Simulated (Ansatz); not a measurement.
Complex (SMILES): C#C (C2H2) with C[SiH3] (CH3-SiH3), atoms 1 to 4 the first; geometry from B3LYP-D3(BJ)/def2-TZVP, monomers rigid:
```xyz
12

C     -0.1165     0.4274    -0.3481
C     -0.5435    -0.4531     0.3410
H     -0.9236    -1.2325     0.9556
H      0.2711     1.2052    -0.9599
C      2.6297    -2.0608    -1.5202
Si     3.4368    -0.4101    -1.1513
H      2.6930    -2.2958    -2.5843
H      3.1200    -2.8641    -0.9671
H      1.5772    -2.0398    -1.2355
H      3.3716    -0.0937     0.2950
H      4.8630    -0.4218    -1.5626
H      2.7610     0.6825    -1.8956
```

Basis-set convergence of the counterpoise-corrected interaction energy at wB97M-V with Ansatz (a program for electronic structure). Cartesian d functions, on some or all atoms, in 6-31+G*, 6-31G**, 6-311+G**; all else is spherical. The program fits the integrals of some runs and decomposes those of others, by size. The functional holds VV10 correlation; no added dispersion term, no relativity. Functions are those of the species that has most. Reference: the value in aug-pcseg-3, -1.48 kcal/mol. Deviations are taken from unrounded values.

```tsv
basis	functions	counterpoise-corrected interaction energy (kcal/mol)	minus reference (kcal/mol)
STO-3G	32	-0.48	1.00
3-21G	56	-1.39	0.09
6-31+G*	96	-1.34	0.13
6-31G**	104	-1.37	0.11
6-311+G**	145	-1.53	-0.05
def2-SVPD	148	-1.51	-0.03
aug-pcseg-1	168	-1.45	0.03
def2-TZVP	178	-1.45	0.03
def2-TZVPD	226	-1.45	0.03
pcseg-2	236	-1.38	0.09
def2-TZVPP	247	-1.44	0.04
def2-TZVPPD	295	-1.44	0.04
aug-pcseg-2	372	-1.45	0.02
```
